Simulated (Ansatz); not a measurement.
B10P10 was relaxed with PBE-D4 (def2-SVP) in Ansatz in these states: charge +1 doublet, neutral singlet. The geometries follow in no particular order.

A:

```xyz
20

B     0.8793   -2.2715   -0.9089
B     0.8358   -0.3268   -1.4438
B    -0.7856   -0.1102   -2.3221
B     0.9838    1.2951   -0.8287
B     0.3026   -1.5434    1.5066
B    -1.2410   -1.0743    0.6120
B    -0.3934   -0.0473    1.9019
B     0.0194    2.1500    0.9345
B    -0.8816    1.3911   -1.5436
B    -2.0083    0.3181    1.0715
P     2.4649   -1.3960   -1.2256
P     1.7389   -2.5379    0.8044
P    -0.8855   -1.6607   -1.1836
P     1.8978    2.1196    0.6153
P     0.7085    0.0844   -3.4668
P     0.6152    2.2353   -2.5195
P     0.8013    1.3854    2.4982
P    -1.2879   -2.0644    2.4569
P    -2.0934    0.0661    2.9473
P    -1.6708    1.9874    0.0942
```

B:

Cartesian coordinates in Å:
```
B -0.807 2.102 -1.101
B 0.506 1.281 -0.062
B 0.060 1.510 1.696
B 1.769 0.141 0.069
B -1.578 -0.284 -1.916
B -1.714 -0.474 0.048
B -0.515 -1.154 -1.057
B 1.445 -1.971 0.642
B 1.121 0.246 2.065
B -0.600 -1.784 0.596
P 0.915 2.917 -1.136
P -1.431 1.408 -2.781
P -1.465 1.363 0.591
P 2.504 -1.387 -0.809
P 1.318 2.835 1.120
P 2.831 1.042 1.470
P 0.607 -2.716 -1.027
P -3.112 -1.194 -1.274
P -2.433 -2.281 0.628
P 0.579 -1.600 2.238
```

Judge from the bond lengths which geometry belongs to which state (an estimate).

A is the neutral singlet (P11–P12 2.440 Å, B7–P19 1.999 Å, B7–P18 2.275 Å); B is the charge +1 doublet (P11–P12 3.238 Å, B7–P19 2.791 Å, B7–P18 2.607 Å).
